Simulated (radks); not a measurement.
The numbers below are computed, except where a source is named.
Species: Ir12+. Configuration: [Kr] 4d10 4f14 5s2 5p3 (the NIST ground configuration).

Code: a radial shooting solver on a logarithmic mesh with Libxc functionals. Model: scalar-relativistic Kohn-Sham, PBEsol, spin-polarised, spherical densities, finite nucleus; open shells are filled with parallel spins first (spin-orbit coupling, left out, can overturn this in heavy ions); Fermi nuclear charge, rms radius 5.4032 fm.

Energy parts (hartree):
total: -17774.9626
kinetic: 19755.7728
electron-nucleus: -43577.1090
Hartree: 6379.7397
exchange-correlation: -333.3660

Orbitals (lengths in bohr, moments of r in powers of bohr; <r^-3> diverges for s and p1/2):
1s up: occ. 1; eigenvalue (hartree) -2803.910
1s down: occ. 1; eigenvalue (hartree) -2803.893
2s up: occ. 1; eigenvalue (hartree) -497.2949
2s down: occ. 1; eigenvalue (hartree) -497.2854
2p up: occ. 3; eigenvalue (hartree) -433.3013; <r^-3> 23040
2p down: occ. 3; eigenvalue (hartree) -433.2869; <r^-3> 23030
3s up: occ. 1; eigenvalue (hartree) -122.4461
3s down: occ. 1; eigenvalue (hartree) -122.4356
3p up: occ. 3; eigenvalue (hartree) -103.7224; <r^-3> 5220
3p down: occ. 3; eigenvalue (hartree) -103.7103; <r^-3> 5219
3d up: occ. 5; eigenvalue (hartree) -83.07785; <r^-3> 658.2
3d down: occ. 5; eigenvalue (hartree) -83.06592; <r^-3> 658.2
4s up: occ. 1; eigenvalue (hartree) -32.36645
4s down: occ. 1; eigenvalue (hartree) -32.34626
4p up: occ. 3; eigenvalue (hartree) -26.21498; <r^-3> 1242
4p down: occ. 3; eigenvalue (hartree) -26.19268; <r^-3> 1243
4d up: occ. 5; eigenvalue (hartree) -18.64852; <r^-3> 136.2
4d down: occ. 5; eigenvalue (hartree) -18.62032; <r^-3> 136.5
5s up: occ. 1; eigenvalue (hartree) -11.13837
5s down: occ. 1; eigenvalue (hartree) -10.96674
4f up: occ. 7; eigenvalue (hartree) -10.20285; <r^-3> 25.82
4f down: occ. 7; eigenvalue (hartree) -10.15928; <r^-3> 26.09
5p up: occ. 3; eigenvalue (hartree) -9.32479; <r^-3> 262.1
5p down: occ. 0; eigenvalue (hartree) -9.14186; <r^-3> 264.2

The highest occupied level is 5p up at -253.74 eV. The density falls to 0.001 e/bohr^3 at r = 2.12 bohr. For comparison, the ionisation energy in NIST's Atomic Spectra Database is 264 eV (theoretical). In exact Kohn-Sham theory the highest level is minus the ionisation energy, but local and semilocal functionals leave it too shallow, through self-interaction and a potential that decays too fast; potentials with the right tail come closer. The spin density at the nucleus is -25.00 e/bohr^3 (1s -6.75, 2s 1.70, 3s 2.38, 4s 0.45, 5s -22.77). Summed over all electrons, <r^2> = 14.95 bohr^2, which gives a Langevin (diamagnetic) susceptibility term of -11.8 x 10^-6 cm^3/mol. Spin moment in Bohr magnetons: 3.
